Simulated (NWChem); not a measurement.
# FeCl2, quintet; SMILES [Cl][Fe][Cl]

Results from NWChem. Spin-unrestricted. Spin-contaminated determinants: UHF/STO-3G (<S²> = 6.62). Coordinates come from a B3LYP/6-31G* (spherical d), spin-unrestricted optimisation. No stability test was run on the SCF state.

For level UHF/STO-3G:

| Item | Result |
|---|---|
| highest occupied level (eV) | -4.73 |
| lowest empty minus highest occupied level, either spin (eV) | 0.51 |
| <S²> | 6.62 |

Task: What are these values for level UHF/3-21G?

Result: highest occupied level (eV): -12.45
lowest empty minus highest occupied level, either spin (eV): 13.11
<S²>: 6.03
